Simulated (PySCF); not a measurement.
Input of an EPR job (settings, then geometry in Å):

```
{"job": {"kind": "epr", "basis": "pcH-1"}, "charge": 1, "multiplicity": 2}
B      2.877956     0.818715    -0.155518
N      2.481298    -0.520284    -0.261786
B      1.237218    -1.182376    -0.453519
N     -0.007614    -0.536645    -0.215925
C     -1.257021    -1.037757    -0.713528
C     -2.256129     0.104993    -0.555269
C     -1.720322     0.828185     0.680071
C     -0.210985     0.663193     0.525946
H      2.198155     1.690971    -0.547538
H      3.912312     1.087300     0.319452
H      3.259350    -1.171215    -0.254136
H      1.217368    -2.290082    -0.824354
H     -1.153530    -1.408679    -1.736316
H     -1.559301    -1.899723    -0.099584
H     -2.223592     0.757720    -1.428429
H     -3.275534    -0.248597    -0.429552
H     -2.056744     0.332818     1.592491
H     -2.024107     1.870281     0.728012
H      0.340438     0.649192     1.470423
H      0.215635     1.502671    -0.053673
```

The calculation used PySCF, UKS B3LYP, pcH-1 on B C H N, non-relativistic, mean-field spin-orbit, GIAO. One conformer (not necessarily the lowest) at the GFN2-xTB geometry, without solvent, vibrations or thermal averaging. The geometry wasn't refined by DFT: couplings that depend on bond lengths, twists or pyramidal angles can differ widely from those at the functional's own minimum, by a factor of two or more for some ions and for spin on atoms past the first row.

Output of the driver script. Atoms in this output count from 0.

```
UKS, coarse grid
  cycle   1  E = -318.62129274  |g| = 3.39e-01
  cycle   2  E = -318.46378917  |g| = 6.59e-01
  cycle   3  E = -318.66942706  |g| = 1.31e-01
  cycle   4  E = -318.67741454  |g| = 4.35e-02
  cycle   5  E = -318.67840121  |g| = 1.06e-02
  cycle   6  E = -318.67848600  |g| = 3.49e-03
  cycle   7  E = -318.67849903  |g| = 2.04e-03
  cycle   8  E = -318.67850146  |g| = 8.92e-04
UKS, final grid
  cycle   1  E = -318.67848588  |g| = 1.32e-03
  cycle   2  E = -318.67848452  |g| = 2.26e-03
  cycle   3  E = -318.67848662  |g| = 1.66e-04
  cycle   4  E = -318.67848663  |g| = 6.31e-05
  cycle   5  E = -318.67848663  |g| = 2.26e-05
E = -318.67848663 Eh   <S^2> = 0.7572 (exact 0.7500)
g shifts (ppm)      1          2          3
  rmc          -207       -207       -207
  gc             15         20         23
  oz_so          66       1904       2399
  total        -126       1718       2215
hyperfine (MHz)  atom isotope    a_iso     a_fc   dipolar eigenvalues
    0   11B      -5.74      -5.74     -4.95     -0.69      5.63
    1   14N       7.19       7.19     -7.38     -6.66     14.04
    2   11B     -24.08     -24.08     -7.52      0.80      6.72
    3   14N      27.39      27.39    -32.07    -31.52     63.59
    4   13C     -23.89     -23.89     -6.43     -2.04      8.46
    5   13C       0.51       0.51     -1.66     -0.87      2.54
    6   13C      -0.47      -0.47     -1.98     -0.58      2.56
    7   13C     -26.65     -26.65     -7.48     -3.07     10.55
    8    1H      33.09      33.09     -3.77     -0.22      3.99
    9    1H      30.25      30.25     -2.28     -2.02      4.30
   10    1H       0.66       0.66     -8.64     -3.94     12.58
   11    1H      28.93      28.93     -5.18     -2.74      7.91
   12    1H      87.77      87.77     -6.47     -3.38      9.85
   13    1H     196.50     196.50     -6.85     -3.18     10.03
   14    1H       4.55       4.55     -2.13     -2.06      4.19
   15    1H      -2.30      -2.30     -2.00     -1.41      3.41
   16    1H       8.18       8.18     -2.30     -1.75      4.05
   17    1H      -1.75      -1.75     -2.19     -1.63      3.82
   18    1H      89.90      89.90     -6.11     -2.77      8.88
   19    1H     227.94     227.94     -8.06     -3.71     11.77
```

|g| in the SCF lines is the orbital gradient. In the g block, columns 1 to 3 are the principal axes in rising order; rmc is the relativistic mass correction, gc the gauge correction and oz_so the orbital-Zeeman/spin–orbit term. a_fc is the Fermi-contact part of a_iso, here all of it, since this run has no spin–orbit term in the hyperfine coupling.

(1) Is the state sound, as far as the log shows?

(2) What are the principal g values and g_iso?

(3) Which couplings shape the isotropic spectrum at natural abundance (0.05 mT or more)? Keep the log's numbering.

(4) What are the principal values of the full tensor of atom 1 (14N)?

## Answers

(1) The SCF converged after 13 cycles in all, 8 of them on the coarse grid; no stability test was run. The unrestricted determinant has ⟨S²⟩ = 0.7572 (exact 0.7500), so spin contamination is small.

(2) Adding the total shifts to 2.002319 gives 2.00219, 2.00404, 2.00453; their mean shift is 1269 ppm, so g_iso = 2.00359.

(3) atoms 18, 19 (1H, I = 1/2): mean 158.9 MHz = 5.67 mT in magnitude, a 1:2:1 triplet; atoms 12, 13 (1H, I = 1/2): mean 142.1 MHz = 5.07 mT in magnitude, a 1:2:1 triplet; atom 8 (1H, I = 1/2): 33.1 MHz = 1.18 mT in magnitude, a 1:1 doublet; atom 9 (1H, I = 1/2): 30.3 MHz = 1.08 mT in magnitude, a 1:1 doublet; atom 11 (1H, I = 1/2): 28.9 MHz = 1.03 mT in magnitude, a 1:1 doublet; atom 3 (14N, I = 1): 27.4 MHz = 0.98 mT in magnitude, a 1:1:1 triplet; atom 2 (11B, I = 3/2): -24.1 MHz = 0.86 mT in magnitude, a 1:1:1:1 quartet; and 3 smaller. Together 31104 lines to first order. Nuclei that the bonding pattern makes equivalent are averaged, as if the motion that swaps them (rotation, inversion, ring flip) were fast. H9 and H10 aren't averaged: B1 is flat or nearly so (angle sum 360°), and its turn about the short B1–N2 bond (1.40 Å) is taken as slow. C5 and C8, with what hangs on them, aren't averaged: N4 is flat or nearly so (angle sum 360°), and its turn about the short N4–B3 bond (1.42 Å) is taken as slow. The 1H value of +158.9 MHz is a mean of couplings from 89.9 to 227.9 MHz in this one geometry, not an average over conformers. The 1H value of +142.1 MHz is a mean of couplings from 87.8 to 196.5 MHz in this one geometry, not an average over conformers. Main isotope only: 11B (natural samples also hold 20 % 10B, magnetic too, which adds its own pattern).

(4) a_iso plus each dipolar eigenvalue: -0.19, 0.54, 21.24 MHz.

The species is `B[NH+]BN1CCCC1` [radical] (charge +1). The run used 320 basis functions and 6 iterations of the response equations. The SMILES `B[NH+]BN1CCCC1` draws the unpaired electron on N2, whose computed spin population is only +0.15.

The run took 2.0 min (with the writing of density and orbital grids) on Arm Neoverse V1, one thread, on a shared host, and the process peaked at 0.99 GiB of memory.
Labels such as C1 count atoms from 1, the log's own numbers from 0.
